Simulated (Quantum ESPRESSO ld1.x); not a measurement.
Input file for ld1.x (Quantum ESPRESSO 7.5):

```
 &input
    atom='Bi',
    iswitch=1,
    rel=1,
    lsd=1,
    dft='SLA-VWN',
    config='[Kr] 4d10 4f8',
    verbosity='high',
    prefix='ld1',
    max_out_wfc=37,
    file_charge='ld1.rho',
 /
```

Output (excerpt):

```
     Program LD1 v.7.5 starts

     --------------------------- All-electron run ----------------------------

     scalar relativistic calculation

     atomic number is 83.00
     dft =SLA-VWN   lsd =1 sic =0 latt =0  beta=0.20 tr2=1.0E-14
     Exchange-correlation= SLA-VWN
                           (   1   2   0   0   0   0   0)
     mesh =2129 r(mesh) =  99.99892 a.u. xmin = -8.00 dx = 0.00800
     1 Ry =  13.60569312 eV, c = 137.03599908

     n l     nl                  e(Ry)          e(Ha)          e(eV)
     1 0     1S 1( 1.00)   -6730.451442289   -3365.225721145 -91572.4569030
     2 0     2S 1( 1.00)   -1266.591766382    -633.295883191 -17232.8588855
     2 1     2P 1( 3.00)   -1093.760420535    -546.880210268 -14881.3686319
     3 0     3S 1( 1.00)    -358.204783856    -179.102391928  -4873.6243643
     3 1     3P 1( 3.00)    -308.798320380    -154.399160190  -4201.4151840
     4 0     4S 1( 1.00)    -131.531735748     -65.765867874  -1789.5804325
     4 1     4P 1( 3.00)    -114.694869148     -57.347434574  -1560.5031924
     3 2     3D 1( 5.00)    -259.302619521    -129.651309761  -3527.9918672
     4 2     4D 1( 5.00)     -95.788109976     -47.894054988  -1303.2636292
     4 3     4F 1( 7.00)     -75.558133520     -37.779066760  -1028.0207776
     1 0     1S 2( 1.00)   -6730.453055516   -3365.226527758 -91572.4788521
     2 0     2S 2( 1.00)   -1266.561074996    -633.280537498 -17232.4413079
     2 1     2P 2( 3.00)   -1093.735600921    -546.867800460 -14881.0309438
     3 0     3S 2( 1.00)    -357.682799379    -178.841399689  -4866.5224037
     3 1     3P 2( 3.00)    -308.265912630    -154.132956315  -4194.1714075
     4 0     4S 2( 1.00)    -130.771459029     -65.385729515  -1779.2363408
     4 1     4P 2( 3.00)    -113.973699122     -56.986849561  -1550.6911743
     3 2     3D 2( 5.00)    -258.884432282    -129.442216141  -3522.3021399
     4 2     4D 2( 5.00)     -95.079863170     -47.539931585  -1293.6274405
     4 3     4F 2( 1.00)     -74.774124542     -37.387062271  -1017.3537921

     final scf error:  2.5E-15 reached in  39 iterations

     Etot =  -42228.850810 Ry,  -21114.425405 Ha, -574552.785059 eV
     Total magnetization:    6.00 Bohr mag.

     Ekin =   48006.936656 Ry,   24003.468328 Ha,  653167.647911 eV
     Encl = -101779.431107 Ry,  -50889.715554 Ha,-1384779.705878 eV
     Eh   =   12235.161639 Ry,    6117.580820 Ha,  166467.854571 eV
     Exc  =    -691.517997 Ry,    -345.758999 Ha,   -9408.581661 eV
```

Run on one thread of a shared host, so times are rough (Intel(R) Xeon(R) Processor @ 2.60GHz): 0.81 s of CPU time, 0.87 s wall, 39 iterations on 2129 mesh points.
